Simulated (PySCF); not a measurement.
**Computed NMR parameters against published values**

Geometry (Å), atoms numbered from 1 in this order:
```xyz
10

N    -3.105   -0.491    0.071
C    -1.987   -0.239    0.037
C    -0.612    0.054   -0.005
C     0.411   -0.932    0.107
C     1.648   -0.389    0.036
S     1.605    1.321   -0.167
C    -0.104    1.317   -0.158
H     0.209   -1.980    0.232
H     2.595   -0.888    0.090
H    -0.651    2.233   -0.266
```

Published estimates (parent shift plus substituent increments) and measurements: δ 1H H10 7.83; H9 7.35; H8 7.16 ppm (estimated from measurements, as parent shift plus tabulated substituent increment; solution, not stated per compound (mostly CDCl3 or CCl4); Pretsch, Buehlmann, Badertscher, Structure Determination of Organic Compounds, 4th ed. (2009)).

No solvent model, one conformer, no relativistic terms. Geometry: GFN2-xTB; σ from GIAO-PBE0/pcSseg-1; PySCF.

Q: How close does the calculation come?

A: 
Reference values: estimated from measurements, as parent shift plus tabulated substituent increment (solution, not stated per compound (mostly CDCl3 or CCl4); Pretsch, Buehlmann, Badertscher, Structure Determination of Organic Compounds, 4th ed. (2009)).
```json
{"atoms": "H10", "quantity": "δ 1H", "reference": "7.83", "computed": "7.78", "computed, scaled": "7.43"}
{"atoms": "H9", "quantity": "δ 1H", "reference": "7.35", "computed": "7.27", "computed, scaled": "6.95"}
{"atoms": "H8", "quantity": "δ 1H", "reference": "7.16", "computed": "7.47", "computed, scaled": "7.14"}
```

Computed shifts are σ(ref) − σ with the named reference compound (TMS for H and C) calculated as an isolated molecule at the same level. The measured values may be among those fitted. Expected solution values come from regression of measured δ (H and C: mostly CDCl3, vs TMS) on computed σ: 1H (scatter 0.17 ppm rms, 0.18 ppm with the 4 outliers that the fit left out). Occasional misses reach two or three times the rms, and more in compound classes unlike the fitted ones.

Q: How far are the unscaled 1H shifts from the references?

A: Mean signed difference +0.06 ppm, mean absolute 0.15 ppm over 3 comparisons; the largest is +0.31 ppm at H8 (hydrogen on an aromatic CH).
